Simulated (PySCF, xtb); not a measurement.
C3H4BCl, SMILES C#CB(C)Cl.

GFN2-xTB (xtb) at its own geometry gives an orbital gap of 3.67 eV and a dipole moment of 1.65 D.

Geometry: PBE0-D3(BJ)/def2-SVP. This is a generated structure with no PubChem entry under its InChIKey; it may be hypothetical.

Q: What does M06-2X/def2-TZVP in PySCF give? (Estimate from the structure and the level; the computed values follow.)

A: gap 8.52 eV (levels -9.54 and -1.02 eV), dipole 1.62 D.
